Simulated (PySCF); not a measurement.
## Dipole polarisabilities along the noble gases, charge +1

Calculated with PySCF 2.14 for the ground configurations, without spin-orbit coupling: coupled response for Hartree-Fock and DFT. Mean α in bohr³, C₆ of like pairs in atomic units.

| species | α UHF | α PBE | α PBE0 | C₆ UHF | C₆ PBE | C₆ PBE0 |
| --- | --- | --- | --- | --- | --- | --- |
| He⁺ 1s1 (x2c-QZVPPall with one added diffuse shell each of s, p, d type, spin-free X2C) | 0.2808 | n/a | n/a | 0.1014 | n/a | n/a |
| Ne⁺ [He] 2s2 2p5 (x2c-QZVPPall with one added diffuse shell each of s, p, d, f type, spin-free X2C) | 1.239 | 1.400 | 1.346 | 2.125 | 2.464 | 2.348 |
| Ar⁺ [Ne] 3s2 3p5 (x2c-QZVPPall with one added diffuse shell each of s, p, d, f type, spin-free X2C) | 6.786 | 7.071 | 6.938 | 30.46 | 32.00 | 31.26 |
| Kr⁺ [Ar] 3d10 4s2 4p5 (x2c-QZVPPall with one added diffuse shell each of s, p, d, f type, spin-free X2C) | 10.55 | 11.00 | 10.78 | 64.98 | 68.22 | 66.55 |
| Xe⁺ [Kr] 4d10 5s2 5p5 (x2c-QZVPPall with one added diffuse shell each of s, p, d, f type, spin-free X2C) | 17.79 | 18.39 | 18.04 | 155.1 | 160.8 | 157.3 |

The values depend on the diffuse functions of the basis.
